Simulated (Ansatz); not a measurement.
CH7GeNSi can be A, `C=N[SiH2][GeH3]`, or B, `[SiH3][CH]1[NH][GeH2]1`.

Program: Ansatz. Geometries: PBE0-D4/def2-TZVP. ΔE: electronic, gas phase. CBS: MP2 limit from def2 TZ/QZ plus the TZ coupled-cluster correction, frozen cores. DFT in def2-TZVPP. B3LYP here is the variant with VWN-RPA as its local correlation; programs differ in this. For Ge outer-core shells are correlated without core-valence functions, which leaves a few kJ/mol of doubt a bond. Scalar relativity is left out up to krypton. One conformer a species, not always the lowest.

A:

```xyz
11

C     1.114   -1.296    1.600
N     1.149   -0.794    0.447
Si    0.477    0.762    0.034
Ge   -1.315    0.398   -1.486
H     0.676   -0.798    2.480
H     1.538   -2.290    1.782
H    -0.011    1.505    1.239
H     1.549    1.557   -0.618
H    -0.826   -0.321   -2.753
H    -2.406   -0.462   -0.826
H    -1.945    1.740   -1.900
```

B:

```xyz
11

Si    1.188   -1.136    0.437
C    -0.370   -0.390   -0.257
N    -0.149    0.707   -1.247
Ge   -0.973    1.348    0.308
H     0.846   -2.009    1.594
H     1.909   -1.949   -0.581
H     2.088   -0.047    0.900
H    -1.189   -1.083   -0.458
H    -0.778    0.622   -2.039
H    -0.105    2.295    1.124
H    -2.467    1.644    0.219
```

(1) Which isomer does CCSD(T)/CBS put lower? Give the gap. (Best estimate.)

(2) Give E(B) − E(A) in kJ/mol with B3LYP, B2PLYP, PBE0-D4, ωB97M-V, r2SCAN-D4, MP2/def2-TZVPP, CCSD(T)/def2-TZVPP. (An estimate is asked.)

Largest T1 diagnostic: 0.013.

Answers

(1) Computed: A, by 100.2 kJ/mol.

(2) Computed: B3LYP 126.5, B2PLYP 115.9, PBE0-D4 105.2, ωB97M-V 109.2, r2SCAN-D4 106.8, MP2/def2-TZVPP 92.3, CCSD(T)/def2-TZVPP 107.4. None reverses the order clearly.

In def2-TZVPP, CCSD(T) changes the Hartree–Fock value by −45.7 kJ/mol (the triples alone add −5.6 kJ/mol) and MP2 by −60.8 kJ/mol.
